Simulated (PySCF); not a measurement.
HClF2GeO (SMILES [OH][Ge]([F])([F])[Cl]), singlet, at a GFN2-xTB geometry; CASSCF(6,6)/STO-3G (PySCF).

PySCF was given this input:
```python
from pyscf import gto, scf, mcscf
import numpy

mol = gto.M(
    atom='''
O     1.769866   -0.000095   -0.350445
Ge    0.111203   -0.163805    0.000286
F    -0.023949   -1.016130    1.501846
F    -0.532665   -1.365976   -1.067244
Cl   -0.883165    1.616318   -0.045224
H     2.305913   -0.795945   -0.348215
''',
    basis='sto-3g',
    charge=0,
    spin=0,
    verbose=4,
)

mf = scf.RHF(mol)
mf.kernel()
mc = mcscf.CASSCF(mf, 6, 6)
mc.fix_spin_(ss=0.0)
mc.kernel()
occ = numpy.linalg.eigvalsh(mc.fcisolver.make_rdm1(mc.ci, mc.ncas, mc.nelecas))[::-1]
ss = mc.fcisolver.spin_square(mc.ci, mc.ncas, mc.nelecas)[0]
print('natural occupations', occ.round(4), ' <S^2>', round(ss, 4))
```

Task: Write the output that PySCF gives for this input, abridged.

Result: 
```
PySCF version 2.14.0

[INPUT] verbose = 4
[INPUT] num. atoms = 6
[INPUT] num. electrons = 76
[INPUT] charge = 0
[INPUT] spin (= nelec alpha-beta = 2S) = 0
[INPUT] symmetry False subgroup None
[INPUT] Mole.unit = angstrom
[INPUT] Symbol           X                Y                Z      unit          X                Y                Z       unit  Magmom
[...]
nuclear repulsion = 531.680047301828
number of shells = 23
number of NR pGTOs = 129
number of NR cGTOs = 43
basis = sto-3g
ecp = {}

******** <class 'pyscf.scf.hf.RHF'> ********
method = RHF
initial guess = minao
damping factor = 0
level_shift factor = 0
DIIS = <class 'pyscf.scf.diis.CDIIS'>
diis_start_cycle = 1
diis_space = 8
diis_damp = 0
SCF conv_tol = 1e-09
SCF conv_tol_grad = None
SCF max_cycles = 50
direct_scf = True
direct_scf_tol = 1e-13
Set gradient conv threshold to 3.16228e-05
Initial guess from minao.
init E= -2774.16281850589
[...]
cycle= 1 E= -2776.82345392079  delta_E= -2.66  |g|= 0.472  |ddm|= 3.07
[...]
cycle= 2 E= -2776.91721671378  delta_E= -0.0938  |g|= 0.0918  |ddm|= 0.847
[...]
cycle= 3 E= -2776.92207877543  delta_E= -0.00486  |g|= 0.0302  |ddm|= 0.19
[...]
cycle= 4 E= -2776.92275289009  delta_E= -0.000674  |g|= 0.00688  |ddm|= 0.0816
[...]
cycle= 5 E= -2776.92279292458  delta_E= -4e-05  |g|= 0.0015  |ddm|= 0.0223
[...]
cycle= 6 E= -2776.92279461739  delta_E= -1.69e-06  |g|= 0.000337  |ddm|= 0.00452
[...]
cycle= 7 E= -2776.92279470479  delta_E= -8.74e-08  |g|= 6.37e-05  |ddm|= 0.00106
[...]
cycle= 8 E= -2776.92279470899  delta_E= -4.2e-09  |g|= 1.77e-05  |ddm|= 0.000226
[...]
cycle= 9 E= -2776.92279470936  delta_E= -3.67e-10  |g|= 2.98e-06  |ddm|= 7.71e-05
[...]
Extra cycle  E= -2776.92279470936  delta_E= -5.46e-12  |g|= 1.38e-06  |ddm|= 6.97e-06
converged SCF energy = -2776.92279470936

******** <class 'pyscf.mcscf.mc1step.CASSCF'> ********
CAS (3e+3e, 6o), ncore = 35, nvir = 2
max_cycle_macro = 50
max_cycle_micro = 4
conv_tol = 1e-07
conv_tol_grad = None
orbital rotation max_stepsize = 0.02
orbital rotation threshold for CI restart = 0.01
augmented hessian ah_max_cycle = 30
augmented hessian ah_conv_tol = 1e-12
augmented hessian ah_linear dependence = 1e-14
augmented hessian ah_level shift = 1e-08
augmented hessian ah_start_tol = 2.5
augmented hessian ah_start_cycle = 3
augmented hessian ah_grad_trust_region = 3
kf_trust_region = 3
kf_interval = 4
ci_response_space = 4
ci_grad_trust_region = 3
with_dep4 0
natorb = False
canonicalization = True
sorting_mo_energy = False
[...]
CASCI E = -2776.92989040345  S^2 = 0.0000000
[...]
macro iter  40 (  5 JK    2 micro), CASSCF E = -2776.96727698239  dE = -2.65184876e-05  S^2 = 0.0000000
               |grad[o]|=0.000537  |grad[c]|=0.00117  |ddm|=0.00133  |maxRot[o]|=0.0248
macro iter  41 ( 10 JK    3 micro), CASSCF E = -2776.96721741852  dE =  5.95638694e-05  S^2 = 0.0000000
               |grad[o]|=0.000468  |grad[c]|=0.00494  |ddm|=0.00593  |maxRot[o]|=0.042
macro iter  42 ( 21 JK    4 micro), CASSCF E = -2776.96723708732  dE = -1.96688025e-05  S^2 = 0.0000000
               |grad[o]|=0.00109  |grad[c]|=0.00313  |ddm|=0.00128  |maxRot[o]|=0.0288
macro iter  43 (  6 JK    2 micro), CASSCF E = -2776.96726866866  dE = -3.15813331e-05  S^2 = 0.0000000
               |grad[o]|=0.000504  |grad[c]|=0.000758  |ddm|=0.00128  |maxRot[o]|=0.0261
macro iter  44 (  5 JK    2 micro), CASSCF E = -2776.96728993320  dE = -2.12645477e-05  S^2 = 0.0000000
               |grad[o]|=0.000432  |grad[c]|=0.00099  |ddm|=0.00102  |maxRot[o]|=0.0217
macro iter  45 ( 10 JK    3 micro), CASSCF E = -2776.96726029187  dE =  2.96413359e-05  S^2 = 0.0000000
               |grad[o]|=0.0004  |grad[c]|=0.0034  |ddm|=0.00344  |maxRot[o]|=0.0339
macro iter  46 ( 21 JK    4 micro), CASSCF E = -2776.96727013491  dE = -9.84304552e-06  S^2 = 0.0000000
               |grad[o]|=0.000749  |grad[c]|=0.00289  |ddm|=0.000789  |maxRot[o]|=0.0152
macro iter  47 (  6 JK    2 micro), CASSCF E = -2776.96729617675  dE = -2.60418324e-05  S^2 = 0.0000000
               |grad[o]|=0.000419  |grad[c]|=0.000745  |ddm|=0.000987  |maxRot[o]|=0.0252
macro iter  48 ( 15 JK    4 micro), CASSCF E = -2776.96717733042  dE =  1.18846323e-04  S^2 = 0.0000000
               |grad[o]|=0.000364  |grad[c]|=0.00791  |ddm|=0.00829  |maxRot[o]|=0.0813
macro iter  49 ( 21 JK    4 micro), CASSCF E = -2776.96719597780  dE = -1.86473785e-05  S^2 = 0.0000000
               |grad[o]|=0.00132  |grad[c]|=0.00246  |ddm|=0.00105  |maxRot[o]|=0.0113
macro iter  50 (  7 JK    2 micro), CASSCF E = -2776.96724692417  dE = -5.09463639e-05  S^2 = 0.0000000
               |grad[o]|=0.000671  |grad[c]|=0.000694  |ddm|=0.0017  |maxRot[o]|=0.0323
1-step CASSCF not converged,  50 macro (654 JK 151 micro) steps
CASSCF canonicalization
Density matrix diagonal elements [1.98891111 1.97213735 1.965469   0.03235302 0.02607399 0.01505552]
CASSCF energy = -2776.96724692417
CASCI E = -2776.96724692417  E(CI) = -10.1027734380905  S^2 = 0.0000000
natural occupations [1.9942 1.9727 1.961  0.0411 0.0257 0.0054]  <S^2> 0.0
```

The run did not converge; its last values are not results.
